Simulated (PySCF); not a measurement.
Nuclear quadrupole coupling in `N=[P@]12CC[C@H](CC1)C2`

Species: C₆H₁₂NP.
Cartesian coordinates in Å at the GFN2-xTB level; atoms count from 1:
```
atom  x, y, z in Å
N1    -0.3059    2.8182    0.0935
P2    -0.2352    1.2668    0.0461
C3     1.4664    0.6902   -0.2640
C4     1.4662   -0.7799    0.1829
C5     0.0349   -1.1537    0.6029
C6    -0.8803   -1.2514   -0.6305
C7    -1.1321    0.1684   -1.1532
C8    -0.4803    0.0298    1.4111
H9    -1.2281    3.2172    0.1967
H10    1.7111    0.8177   -1.3196
H11    2.1534    1.3120    0.3114
H12    2.1341   -0.9152    1.0362
H13    1.8128   -1.4410   -0.6127
H14    0.0296   -2.0962    1.1564
H15   -0.4197   -1.8816   -1.3920
H16   -1.8221   -1.7205   -0.3395
H17   -0.7344    0.3333   -2.1568
H18   -2.1945    0.4228   -1.1760
H19    0.1372    0.2589    2.2802
H20   -1.5182   -0.0851    1.7241
```

Field gradients from the PBE0/pcSseg-1 density (PySCF, non-relativistic), principal values in atomic units, ordered |Vxx| ≤ |Vyy| ≤ |Vzz|:

| atom | Vxx | Vyy | Vzz |
| --- | --- | --- | --- |
| N1 | -0.0777 | -0.5678 | 0.6455 |

**Question.** Find the asymmetry η = (Vxx − Vyy)/Vzz and the couplings χ = eQV/h (234.96 MHz × Q in barn × V in au), with Q(14N) = 0.02044 b.

**Answer.** 
| atom | environment | nucleus | η | χzz (MHz) | χxx (MHz) | χyy (MHz) |
| --- | --- | --- | --- | --- | --- | --- |
| N1 | nitrogen bonded to P and H | 14N | 0.76 | 3.100 | -0.373 | -2.727 |

The tensor is traceless: Vxx + Vyy + Vzz = 0.

**Question.** What is Vzz at N1 in SI units (1 au = 9.71736 × 10²¹ V/m²)?

**Answer.** 0.6455 au = 6.272 × 10²¹ V/m².

**Question.** And the gradient at the other heavy atoms, for which no coupling is worked out here?

**Answer.** 
```
atom                     environment  Vzz (au)     η
  P2  phosphorus bonded to 3 C and N    -0.567  0.14
  C3  sp3 carbon bound to phosphorus    -0.058  0.79
  C4                 ring CH2 carbon    -0.076  0.92
  C5   sp3 carbon at a ring junction     0.046  0.91
  C6                 ring CH2 carbon    -0.077  0.93
  C7  sp3 carbon bound to phosphorus     0.048  0.71
  C8  sp3 carbon bound to phosphorus     0.025  0.93
```

**Question.** What couplings would deuterons (Q(2H) = 0.00286 b) have in place of the hydrogens, at this geometry?

**Answer.** 
```
atom  bonded to  bond length (Å)  Vzz (au)     η  χzz (kHz)
  H9         N1            1.010    0.4353  0.07        293
 H10         C3            1.091    0.3091  0.01        208
 H11         C3            1.091    0.3083  0.02        207
 H12         C4            1.092    0.3040  0.01        204
 H13         C4            1.091    0.3066  0.01        206
 H14         C5            1.093    0.3029  0.01        204
 H15         C6            1.091    0.3072  0.01        206
 H16         C6            1.092    0.3047  0.01        205
 H17         C7            1.092    0.3078  0.02        207
 H18         C7            1.093    0.3079  0.02        207
 H19         C8            1.090    0.3121  0.04        210
 H20         C8            1.090    0.3142  0.03        211
```

Geometry: GFN2-xTB; no solvent, vibrations or thermal averaging. GFN2-xTB bond lengths can be off by several hundredths of an ångström, more for odd bonds, and the gradients follow them. A larger basis could move these couplings by a tenth or more.

The run behind these numbers computed NMR shieldings as well. The run took 61 s wall on Arm Neoverse N1, one thread, no GPU, shared host with 64 logical CPUs at a one-minute load of 56, and the process peaked at 1.0 GiB of memory.
